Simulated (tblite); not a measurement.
Species: C4H6FO2S (charge -1).
SMILES with atom numbers: `[O:1]=[S@@:2]([O-:3])[CH2:4][C@@H:5]1[CH2:6][C@H:7]1[F:8]` (hydrogens: H9, H10 on C4; H11 on C5; H12, H13 on C6; H14 on C7)
Bond orders are those of one Lewis drawing.

Computed with GFN2-xTB (tblite), gas phase: nudged elastic band of 9 images (0 to 8), spring 0.2 eV/Å², climbing image at the end, force threshold 0.05 eV/Å. No saddle search or frequency run followed, so the top image need not be a first-order saddle, and its height can exceed the method's true barrier by a kcal/mol or more.

The band describes a rotation about C4–S2 (sp3 carbon bound to sulfur, sulfur bonded to C and 2 O), followed by the dihedral C5–C4–S2–O3, from the optimised start (-73°) to a second optimised geometry at 46°.

**Question.** Give the energy profile along the converged band.

**Answer.** 
| image | dihedral (°) | E (kJ/mol) | C4–S2 (Å) | C5···O3 (Å) | largest true force (eV/Å) |
| --- | --- | --- | --- | --- | --- |
| 0 | -73 | 0.00 | 1.966 | 3.28 | 0.01 |
| 1 | -57 | 1.72 | 1.968 | 3.22 | 0.06 |
| 2 | -42 | 5.85 | 1.974 | 3.17 | 0.07 |
| 3 | -26 | 9.94 | 1.982 | 3.11 | 0.06 |
| 4 | -9 | 12.21 | 1.987 | 3.04 | 0.04 |
| 5 | 5 | 12.04 | 1.987 | 3.00 | 0.03 |
| 6 | 19 | 9.92 | 1.981 | 2.97 | 0.05 |
| 7 | 33 | 6.85 | 1.971 | 2.98 | 0.05 |
| 8 | 46 | 5.57 | 1.967 | 3.08 | 0.01 |

Barriers of this band. The top is image 4 at -9°: 12.21 kJ/mol forward and 6.64 kJ/mol back; the end lies 5.57 kJ/mol above the start. The central bond is 0.021 Å longer at the top than at the start.

**Question.** What rate follows at 298 K for crossing this barrier forward?

**Answer.** Taking the electronic barrier for the free energy of activation (no zero-point or entropy terms, transmission 1), rate = (kT/h)·exp(−ΔE/kT) ≈ 4 × 10^10 s⁻¹, whose inverse is 2 × 10^-11 s. An error of 1 kcal/mol in the barrier changes this by a factor of 5, and the method and the loose band can each miss by that much or more.

**Question.** How would the two end points share their population at 298 K, from these energies alone?

**Answer.** exp(−ΔE/kT) with ΔE = 0.058 eV gives 0.1 for the higher one (end) against 1 for the lower, without vibrational, rotational or degeneracy terms. GFN2-xTB can put conformers this close in the wrong order.

What follows is the cost of the whole band run. On an Intel Xeon Platinum 8375C at 2.90 GHz with one thread, shared host, this took 3.9 s of wall time and 0.18 GiB of memory at its peak.
